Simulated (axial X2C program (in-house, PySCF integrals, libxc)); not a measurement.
Spin–orbit effects down a group: molecules with S (ions), MP2

All values come from calculations with an in-house all-electron X2C program for linear molecules (integrals from PySCF), spin-free (one-electron X2C) or two-component (2c: spin–orbit coupling with atomic mean-field Coulomb and Gaunt terms, which also bring small scalar terms), in Dyall basis sets with cores contracted in-house; open shells are unrestricted.

Basis sets: Al dyall-av3z, B dyall-av3z, Ga dyall-acv3z, In dyall-acv3z, S dyall-av3z. Frozen shells (counts by l): BS⁻ S 2s1p, B 1s, 10 electrons correlated; AlS⁻ S 2s1p, Al 2s1p, 10 electrons correlated; GaS⁻ Ga 3s2p1d, S 2s1p, 10 electrons correlated; InS⁻ In 4s3p2d, S 2s1p, 10 electrons correlated. Where the outer core of a metal is frozen, bonds come out longer and ionisation energies lower.

| molecule | spin-free state | Re (Å) | ωe (cm⁻¹) | De (eV) | 2c state | Re 2c (Å) | ωe 2c (cm⁻¹) | De 2c (eV) |
| --- | --- | --- | --- | --- | --- | --- | --- | --- |
| BS⁻ | M_S = 0, Λ = 0 | 1.686 | 1013.0 | 6.20 | Ω = 0 | 1.686 | 1012.8 | 6.18 |
| AlS⁻ | M_S = 0, Λ = 0 | 2.109 | 571.6 | 4.90 | Ω = 0 | 2.110 | 571.5 | 4.87 |
| GaS⁻ | M_S = 0, Λ = 0 | 2.149 | 446.0 | 4.43 | Ω = 0 | 2.149 | 445.7 | 4.36 |
| InS⁻ | M_S = 0, Λ = 0 | 2.349 | 384.1 | 3.94 | Ω = 0 | 2.350 | 383.9 | 3.77 |

(1) Work out the shifts from the spin-free to the two-component result.

Fragments in 2c: S- + B, S- + Al, Ga + S-, In + S-. Each entry is the lowest single determinant of a limited PBE0 search at one distance. De goes to single-determinant-based atoms at the same level (for ions the charge split of lowest energy) and is withheld (n/a) where an atom does not fit its ground term or J level. Main or longest-lived isotopes.

## Answers

(1) 

```json
{"molecule": "BS⁻", "2c state": "Ω = 0", "ΔRe (Å)": "0.000", "Δωe (cm⁻¹)": "-0.2", "ΔDe (eV)": "-0.02"}
{"molecule": "AlS⁻", "2c state": "Ω = 0", "ΔRe (Å)": "0.001", "Δωe (cm⁻¹)": "-0.1", "ΔDe (eV)": "-0.03"}
{"molecule": "GaS⁻", "2c state": "Ω = 0", "ΔRe (Å)": "0.000", "Δωe (cm⁻¹)": "-0.3", "ΔDe (eV)": "-0.07"}
{"molecule": "InS⁻", "2c state": "Ω = 0", "ΔRe (Å)": "0.001", "Δωe (cm⁻¹)": "-0.2", "ΔDe (eV)": "-0.17"}
```

Shifts of one unit in the last digit are rounding.
